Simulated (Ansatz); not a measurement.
Compare A (`CC(O)O[SiH3]`) with its isomer B (`CC(O)[SiH2]O`).

Calculated with Ansatz (gas phase, PBE0-D4/def2-TZVP geometries, no zero-point term in ΔE). CBS: MP2 limit from def2 TZ/QZ plus the TZ coupled-cluster correction, frozen cores. Functionals use def2-TZVPP. B3LYP here is the variant with VWN-RPA as its local correlation; programs differ in this. One conformer a species, not always the lowest.

(1) Which isomer does CCSD(T)/CBS put lower? Give the gap. (An estimate is asked.)

(2) Give E(B) − E(A) in kcal/mol with B3LYP-D4, PBE0-D4, MP2/def2-TZVPP, B3LYP, CCSD/def2-TZVPP, HF/def2-TZVPP, CCSD(T)/def2-TZVPP. (An estimate is asked.)

Largest T1 diagnostic: 0.011.

## Answers

(1) The calculation gave: B, by 6.8 kcal/mol.

(2) Ansatz gave: B3LYP-D4 -5.7, PBE0-D4 -6.4, MP2/def2-TZVPP -7.0, B3LYP -5.2, CCSD/def2-TZVPP -5.5, HF/def2-TZVPP -1.6, CCSD(T)/def2-TZVPP -5.8. None reverses the order clearly.

In def2-TZVPP, CCSD(T) changes the Hartree–Fock value by −4.2 kcal/mol (the triples alone add −0.3 kcal/mol) and MP2 by −5.4 kcal/mol.
